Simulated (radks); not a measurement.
The numbers below are computed, except where a source is named.
Question: All-electron atom: the potassium ion K14+ in [He] 2s2 2p1. Code: a radial shooting solver on a logarithmic mesh with Libxc functionals. Model: Dirac Kohn-Sham, PBE, spin-unpolarised, spherical densities, finite nucleus; open shells fill j = l - 1/2 first; Fermi nuclear charge, rms radius 3.4349 fm. Some entries of the table are withheld. Estimate them.

orbital  occ.  eigenvalue (hartree)  <r^2> (bohr^2)  r(max) (bohr)
1s1/2       2             -154.1151             (1)        0.05292
2s1/2       2             -31.88832          0.1410            (2)
2p1/2       1                   (3)          0.1087            (4)
2p3/2       0                   (5)          0.1099            (6)

Answer: 
(1) 1s1/2 <r^2> (bohr^2): 0.008714
(2) 2s1/2 r(max) (bohr): 0.2969
(3) 2p1/2 eigenvalue (hartree): -30.20175
(4) 2p1/2 r(max) (bohr): 0.2364
(5) 2p3/2 eigenvalue (hartree): -30.05423
(6) 2p3/2 r(max) (bohr): 0.2380
